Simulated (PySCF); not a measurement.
Se(H)(SeH) (H2Se2), SMILES [SeH][SeH]. Coordinates come from a PBE0-D3(BJ)/def2-TZVP optimisation.

PySCF with TDDFT-ωB97X/def2-SVPD puts the lowest singlet excitations at 4.08, 4.08, 5.70, 5.71, 6.68, 6.73 eV.

Question: What are the lowest excitation roots from ADC(2)/aug-cc-pVDZ (PySCF 2.14.0)? (The exact figures need the calculation; the answer reports its results.)

Answer: 4.22, 4.23, 5.46, 5.47, 6.26, 6.27 eV. S1 differs by 0.15 eV (second minus first; roots are paired by order, and the bases may differ).
